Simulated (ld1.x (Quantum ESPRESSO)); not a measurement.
**Before and after: TM potential for gold**

gold, norm-conserving Troullier–Martins (Kleinman–Bylander form), made with ld1.x (Quantum ESPRESSO) 7.5 (BLYP, fully relativistic). Core [Kr] 4d10 4f14, reference 5s2 5p6 5d8 6s0 6p0 (charge +3). Waves: 5p (bound): rc 1.50 bohr; 5d (bound): rc 1.25 bohr; 5s (bound): rc 0.90 bohr. Local part: the s channel. Core correction: Bessel-smoothed model core inside 0.50 bohr.

Open shells are filled in proportion to 2j + 1 (rel_dist='average').

All-electron outer shells of the reference configuration (BLYP, scalar-relativistic, ld1.x):

| shell | level (eV) | outermost node (bohr) | outermost maximum (bohr) |
| --- | --- | --- | --- |
| 5s | -144.60 | 0.48 | 0.84 |
| 4f | -117.61 | – | 0.37 |
| 5p | -95.54 | 0.52 | 0.94 |
| 5d | -40.50 | 0.56 | 1.18 |
| 6s | -33.46 | 1.09 | 2.05 |
| 6p | -23.92 | 1.27 | 2.54 |

Change: wave 5p (bound): rc 1.50 bohr becomes 5p (bound): rc 1.90 bohr.

Cutoffs: the cutoffs (Ry, on a coarse ladder) from which the occupation-weighted sum of valence levels, in a spherical-Bessel basis at the reference potential, stays within 10 and 1 mRy of its value at 400 Ry; they do not see the model core or the augmentation charge, which bear on the density cutoff. Errors are all-electron minus pseudo energies relative to the spin-unpolarised reference configuration.

What does the change do?

A bound ghost appears in p, which as a rule spoils a file; the number of tests that count goes from 7 to 6; of the 6 tests that both files solve, the error grows in 3 and shrinks in 0 by more than 15 % and 0.3 meV (median size 35.6 → 38.0 meV). More of the atom is replaced by a form fitted at one configuration, so other configurations suffer.

```tsv
quantity	base	changed
cutoffs, loose and tight	not determined	140 Ry, 260 Ry
bound ghosts	none	p1/2
tests counted (converged, no solver errors)	7 of 7	6 of 7
error for 5s2 5p6 5d10 6s1 6p0, meV [ΔE -64.37 eV]	+123	+125
error for 5s2 5p6 5d10 6s0 6p0, meV [ΔE -54.89 eV]	+2.0	+4.5
error for 5s2 5p6 5d9 6s0 6p0, meV [ΔE -33.76 eV]	+0.4	+1.3
error for 5s2 5p6 5d7 6s0 6p0, meV [ΔE 47.55 eV]	+0.7	+2.7
error for 5s2 5p6 5d10 6s0.5 6p0, meV [ΔE -60.58 eV]	+69	+72
error for 5s2 5p6 5d9 6s1 6p0, meV [ΔE -52.35 eV]	+167	+168
```

Base: These tests converged, but a pseudo level misses the all-electron one widely, so the file describes the atom poorly there or has found another state: 5s2 5p6 5d9 6s0 6p0: empty 6p by 2.2 eV; 5s2 5p6 5d7 6s0 6p0: empty 6p by 7.4 eV. Changed file: Tests not counted: 5s2 5p6 5d10 6s0 6p1 (solver errors, printed error -224 meV). A true bound ghost makes a file unfit for plane-wave use even where its test errors are small: the radial tests pick states by their node count and pass the ghost by.
